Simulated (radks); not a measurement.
Results of a calculation; reference values are marked as such.
Task: These are the eigenvalues of the occupied orbitals of an atom or ion with whole-number occupations (eV). Code: a radial shooting solver on a logarithmic mesh with Libxc functionals. Model: scalar-relativistic Kohn-Sham, BLYP, spin-polarised, spherical densities, point nucleus.

1s up: -20879.49
1s down: -20879.47
2s up: -2985.016
2s down: -2984.374
2p up: -2672.527
2p down: -2672.039
3s up: -525.3906
3s down: -525.0273
3p up: -422.8894
3p down: -422.4827
3d up: -256.9850
3d down: -256.3759
4s up: -81.6607
4s down: -78.5491
4p up: -53.7083
4p down: -50.4053
4d up: -14.9585
5s up: -11.9527

Which element is it, and in what charge state? The configuration may be excited. Open shells, if any, are filled with parallel spins first.

Result: Z = 43, technetium, charge +1: Tc+ in [Kr] 4d5 5s1. The list shows which subshells hold electrons but not how many an open one holds; the 1s level, -767.31 hartree, gives Z - s = 39.2 by -(Z - s)^2/2, which with screening and relativity narrows Z to a few neighbours, and the depths of the outer levels then fix element, charge and occupations together.
